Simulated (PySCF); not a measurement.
Cl₂OV (SMILES [O]=[V+]([Cl])[Cl]), charge +1, singlet, at a GFN2-xTB geometry (such geometries of metal compounds can be far from the true shape) (the multiplicity is a formal guess); CASSCF(4,6)/6-31G run with PySCF.

Input for PySCF:
```python
from pyscf import gto, scf, mcscf
import numpy

mol = gto.Mole()
mol.atom = '''
    V     0.469271    0.297664    0.052692
    O     1.507304   -0.712128   -0.394390
    Cl   -0.517941   -0.544327    1.568183
    Cl   -0.826275    0.476724   -1.453876
'''
mol.basis = '6-31g'
mol.charge = 1
mol.spin = 0
mol.verbose = 4
mol.build()

mf = scf.RHF(mol)
mf.kernel()
mc = mcscf.CASSCF(mf, 6, 4)
mc.fix_spin_(ss=0.0)
mc = mc.newton()
mc.kernel()
occ = numpy.linalg.eigvalsh(mc.fcisolver.make_rdm1(mc.ci, mc.ncas, mc.nelecas))[::-1]
ss = mc.fcisolver.spin_square(mc.ci, mc.ncas, mc.nelecas)[0]
print('natural occupations', occ.round(4), ' <S^2>', round(ss, 4))
```

The log (banner, timings and long lists left out):

```
PySCF version 2.14.0

[INPUT] verbose = 4
[INPUT] num. atoms = 4
[INPUT] num. electrons = 64
[INPUT] charge = 1
[INPUT] spin (= nelec alpha-beta = 2S) = 0
[INPUT] symmetry False subgroup None
[INPUT] Mole.unit = angstrom
[INPUT] Symbol           X                Y                Z      unit          X                Y                Z       unit  Magmom
[...]
nuclear repulsion = 370.333419257745
number of shells = 30
number of NR pGTOs = 204
number of NR cGTOs = 62
basis = 6-31g
ecp = {}

******** <class 'pyscf.scf.hf.RHF'> ********
method = RHF
initial guess = minao
damping factor = 0
level_shift factor = 0
DIIS = <class 'pyscf.scf.diis.CDIIS'>
diis_start_cycle = 1
diis_space = 8
diis_damp = 0
SCF conv_tol = 1e-09
SCF conv_tol_grad = None
SCF max_cycles = 50
direct_scf = True
direct_scf_tol = 1e-13
Set gradient conv threshold to 3.16228e-05
Initial guess from minao.
init E= -1936.73076096536
[...]
cycle= 1 E= -1935.44315313999  delta_E= 1.29  |g|= 1.46  |ddm|= 2.56
[...]
cycle= 2 E= -1927.07968916171  delta_E= 8.36  |g|= 7.15  |ddm|= 4.14
[...]
cycle= 3 E= -1935.83782632438  delta_E= -8.76  |g|= 1.31  |ddm|= 2.62
[...]
cycle= 4 E= -1936.08653342791  delta_E= -0.249  |g|= 0.517  |ddm|= 0.405
[...]
cycle= 5 E= -1936.13524473324  delta_E= -0.0487  |g|= 0.15  |ddm|= 0.266
[...]
cycle= 6 E= -1936.13989712058  delta_E= -0.00465  |g|= 0.0189  |ddm|= 0.093
[...]
cycle= 7 E= -1936.14021451953  delta_E= -0.000317  |g|= 0.0157  |ddm|= 0.0314
[...]
cycle= 8 E= -1936.14056677789  delta_E= -0.000352  |g|= 0.00592  |ddm|= 0.0512
[...]
cycle= 9 E= -1936.14066930665  delta_E= -0.000103  |g|= 0.00294  |ddm|= 0.0323
[...]
cycle= 10 E= -1936.14069440127  delta_E= -2.51e-05  |g|= 0.00166  |ddm|= 0.0168
[...]
cycle= 11 E= -1936.14070327008  delta_E= -8.87e-06  |g|= 0.00096  |ddm|= 0.00994
[...]
cycle= 12 E= -1936.14070627734  delta_E= -3.01e-06  |g|= 0.000493  |ddm|= 0.0059
[...]
cycle= 13 E= -1936.14070707734  delta_E= -8e-07  |g|= 0.000197  |ddm|= 0.00337
[...]
cycle= 14 E= -1936.14070719031  delta_E= -1.13e-07  |g|= 0.000103  |ddm|= 0.00118
[...]
cycle= 15 E= -1936.14070721772  delta_E= -2.74e-08  |g|= 5.03e-05  |ddm|= 0.000553
[...]
cycle= 16 E= -1936.14070722382  delta_E= -6.09e-09  |g|= 2.96e-05  |ddm|= 0.00026
[...]
cycle= 17 E= -1936.14070722489  delta_E= -1.08e-09  |g|= 1.83e-05  |ddm|= 8.25e-05
[...]
cycle= 18 E= -1936.14070722567  delta_E= -7.76e-10  |g|= 1.19e-05  |ddm|= 7.72e-05
[...]
[...]
converged SCF energy = -1936.14070722582
CASCI E = -1936.14447373457  dE = -1936.1445  S^2 = 0.0000000
[...]
macro 3 (20 JK  15 micro), CASSCF E = -1936.19611984206  dE = -0.01052  |grad|=0.164  S^2 = 0.0000000
macro 4 (10 JK  6 micro), CASSCF E = -1936.19951106994  dE = -0.003391  |grad|=0.0457  S^2 = 0.0000000
macro 5 (18 JK  14 micro), CASSCF E = -1936.21440803417  dE = -0.0149  |grad|=0.112  S^2 = 0.0000000
macro 6 (19 JK  14 micro), CASSCF E = -1936.22399563454  dE = -0.009588  |grad|=0.199  S^2 = 0.0000000
macro 7 (20 JK  15 micro), CASSCF E = -1936.23121246585  dE = -0.007217  |grad|=0.106  S^2 = 0.0000000
macro 8 (20 JK  15 micro), CASSCF E = -1936.23447411883  dE = -0.003262  |grad|=0.079  S^2 = 0.0000000
macro 9 (19 JK  14 micro), CASSCF E = -1936.23731650676  dE = -0.002842  |grad|=0.0103  S^2 = 0.0000000
macro 10 (11 JK  7 micro), CASSCF E = -1936.23826821596  dE = -0.0009517  |grad|=0.00884  S^2 = 0.0000000
macro 11 (10 JK  6 micro), CASSCF E = -1936.2396701536  dE = -0.001402  |grad|=0.0112  S^2 = 0.0000000
macro 12 (10 JK  6 micro), CASSCF E = -1936.24145686725  dE = -0.001787  |grad|=0.0135  S^2 = 0.0000000
macro 13 (10 JK  6 micro), CASSCF E = -1936.24339272726  dE = -0.001936  |grad|=0.015  S^2 = 0.0000000
macro 14 (10 JK  6 micro), CASSCF E = -1936.24523841962  dE = -0.001846  |grad|=0.0138  S^2 = 0.0000000
macro 15 (10 JK  6 micro), CASSCF E = -1936.24672476297  dE = -0.001486  |grad|=0.0103  S^2 = 0.0000000
macro 16 (10 JK  6 micro), CASSCF E = -1936.24754190556  dE = -0.0008171  |grad|=0.00699  S^2 = 0.0000000
macro 17 (16 JK  11 micro), CASSCF E = -1936.24757230186  dE = -3.04e-05  |grad|=0.00531  S^2 = 0.0000000
macro 18 (18 JK  13 micro), CASSCF E = -1936.2470185638  dE = 0.0005537  |grad|=0.00584  S^2 = 0.0000000
macro 19 (8 JK  4 micro), CASSCF E = -1936.24768180869  dE = -0.0006632  |grad|=0.00412  S^2 = 0.0000000
macro 20 (7 JK  3 micro), CASSCF E = -1936.24783863674  dE = -0.0001568  |grad|=0.00335  S^2 = 0.0000000
macro 21 (36 JK  28 micro), CASSCF E = -1936.24785242223  dE = -1.379e-05  |grad|=3.54e-05  S^2 = 0.0000000
macro 22 (21 JK  17 micro), CASSCF E = -1936.24785249472  dE = -7.249e-08  |grad|=6.96e-05  S^2 = 0.0000000
newton CASSCF converged in 22 macro (56 KF 284 Hx) steps
CASSCF canonicalization
Density matrix diagonal elements [1.81223332 1.77013312 0.1262985  0.01864707 0.01709283 0.25559517]
CASSCF energy = -1936.24785249472
CASCI E = -1936.24785249472  E(CI) = -5.56165658723489  S^2 = 0.0000000
natural occupations [1.885  1.7938 0.2039 0.1124 0.003  0.0019]  <S^2> 0.0
```
